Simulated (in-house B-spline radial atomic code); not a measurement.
**The cobalt ion Co²⁺: [Ar] 3d7**

All numbers are computed (Dirac-Kohn-Sham relativistic LDA, spherical fractional occupations; Fermi nucleus of rms radius 3.7875 fm) with an all-electron radial atomic-structure program (B-spline basis), not measured.

Screening seen three ways: the hydrogenic charge with the same mean radius, Z_r = [3n² - l(l+1)]/(2<r>), the one with the same energy, Z_e = n√(-2ε), and Slater's rules. Values are occupation-weighted means over j.

| shell | electrons | ε (eV) | <r> (bohr) | Z_r | Z_e | Slater |
| --- | --- | --- | --- | --- | --- | --- |
| 1s | 2 | -7573.6 | 0.05637 | 26.61 | 23.59 | 26.70 |
| 2s | 2 | -913.87 | 0.2561 | 23.43 | 16.39 | 22.85 |
| 2p | 6 | -787.27 | 0.2253 | 22.19 | 15.21 | 22.85 |
| 3s | 2 | -120.78 | 0.7766 | 17.38 | 8.94 | 15.75 |
| 3p | 6 | -84.613 | 0.8178 | 15.29 | 7.48 | 15.75 |
| 3d | 7 | -27.411 | 1.02 | 10.29 | 4.26 | 6.90 |

The least bound orbital is 3d5/2 at -27.33 eV, and it is also the most diffuse (<r> = 1.022 bohr).

Spin-orbit splittings of the orbital energies (j = l + 1/2 above j = l - 1/2 when positive): 2p 14.73 eV, 3p 1.853 eV, 3d 0.1994 eV.

For the 1s electron the small component carries 0.939 % of the norm, the zero-frequency Breit interaction raises the level by 9.346 eV, self-energy by 4.657 eV, and vacuum polarisation lowers it by 0.4056 eV.
